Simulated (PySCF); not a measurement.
C2H4Cl2O2Si (SMILES CC(=O)O[SiH](Cl)Cl), singlet, at a GFN2-xTB geometry, atoms displaced at random by about 0.08 Å a coordinate; B3LYP/STO-3G, gradient run with PySCF.

Here is a job for PySCF.
```python
from pyscf import gto, scf, dft

mol = gto.M(
    atom='''
Si    0.82164474    0.16344402   -0.35799525
Cl    1.46307649   -0.38086055    1.42885327
Cl    1.30642970    1.72374780   -0.92266552
O    -0.91466044    0.22956453   -0.26729451
C    -1.86157440   -1.00140024    0.06502543
C    -3.22565379   -0.34795219    0.03107268
O    -1.33041830   -2.13745548   -0.00536108
H     1.09009835   -0.96967510   -1.32559429
H    -3.78961591   -1.19152665    0.21074852
H    -3.16641355    0.22289779    0.99429372
H    -3.48756434    0.18485588   -0.64784813
''',
    basis='sto-3g',
    verbose=3,
)

mf = dft.RKS(mol)
mf.xc = 'b3lyp'
mf.grids.level = 0
mf.kernel()
g = mf.nuc_grad_method()
g.grid_response = True
grad = g.kernel()
```

Output, abridged:

```
converged SCF energy = -1422.57268386912
--------------- RKS gradients ---------------
         x                y                z
0 Si     0.1561248836     0.3268707226    -0.0278199358
1 Cl    -0.0317454114     0.0190768646    -0.0670311514
2 Cl    -0.1011700972    -0.3059371358     0.1103067439
3 O     0.0335885835     0.0244951161    -0.0208778837
4 C    -0.1185592229    -0.0558439855     0.0698416664
5 C    -0.1026467617     0.1342446053    -0.2530963141
6 O     0.0272846822    -0.0066897439    -0.0148541538
7 H    -0.0079884078    -0.0217669073    -0.0163219231
8 H     0.0624759850     0.0400281624    -0.0059602526
9 H     0.0157415027    -0.0007400843     0.0144145810
10 H     0.0668942641    -0.1537376142     0.2113986233
----------------------------------------------
```
